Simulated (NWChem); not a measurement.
Species: C$_{3}$H$_{5}$ClSi; SMILES CC#C[SiH2]Cl

Results from NWChem. Geometry: optimised at PBE-D3(BJ)/def2-SVP. Total energies compare along this basis series because the functional is fixed.

| level | basis functions | energy (Ha) | highest occupied level (eV) | orbital gap (eV) | dipole (D) |
|---|---|---|---|---|---|
| PBE/cc-pVDZ | 103 | -866.5172 | -6.56 | 5.19 | 2.85 |
| PBE/aug-cc-pVDZ | 168 | -866.5288 | -6.72 | 5.11 | 2.88 |
| PBE/cc-pVTZ | 228 | -866.5893 | -6.70 | 5.17 | 2.84 |
